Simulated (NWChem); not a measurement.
Molecule: KF; SMILES [F][K]

Program: NWChem. Pople sets run with spherical d functions. Structure relaxed at the B3LYP/6-31G* (spherical d) level. Vertical excitations in the gas phase.

Task: Estimate the computed values for PBE/6-31G*, TDA. Quantities: lowest excitation, singlet (eV); oscillator strength of that lowest state; lowest state with f > 0.02, singlet (eV); oscillator strength of that bright state; lowest triplet (eV); orbital gap (eV).

Result: lowest excitation, singlet (eV): 1.93
oscillator strength of that lowest state: 0.015
lowest state with f > 0.02, singlet (eV): 2.31
oscillator strength of that bright state: 0.071
lowest triplet (eV): 1.76
orbital gap (eV): 1.93
